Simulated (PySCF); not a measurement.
C2H3F3Si2, SMILES F[Si](F)(F)C#C[SiH3]. Atoms are numbered in the order given.

```xyz
10

Si     0.0000     0.0000     3.4729
C      0.0000     0.0000     1.6271
C      0.0000     0.0000     0.4046
Si     0.0000     0.0000    -1.3940
F     -0.9626     1.1371    -1.9678
F     -0.5034    -1.4022    -1.9678
F      1.4661     0.2651    -1.9678
H      0.9599    -1.0360     3.9452
H      0.4172     1.3493     3.9452
H     -1.3771    -0.3133     3.9452
```

Geometry: PBE0-D3(BJ)/def2-SVP. The structure was generated by enumeration, and PubChem lists no compound with its InChIKey, so it may never have been made.

Vertical ionisation energy (IE) and electron affinity (EA) in eV. Rows of orbital energies are one-electron estimates. Where ΔSCF, EOM or ADC give a negative EA the extra electron is unbound and the value depends on the basis.

| level | IE | EA |
|---|---|---|
| −ε(HOMO), −ε(LUMO), r2SCAN/def2-TZVP (PySCF) | … | … |
| −ε(HOMO), −ε(LUMO), PBE/def2-TZVP (PySCF) | 7.79 | 2.34 |

Problem. Complete the blanks. (Estimate from the structure and the level; the computed values follow.)

Solution. 
- −ε(HOMO), −ε(LUMO), r2SCAN/def2-TZVP (PySCF), IE: 8.07
- −ε(HOMO), −ε(LUMO), r2SCAN/def2-TZVP (PySCF), EA: 2.18
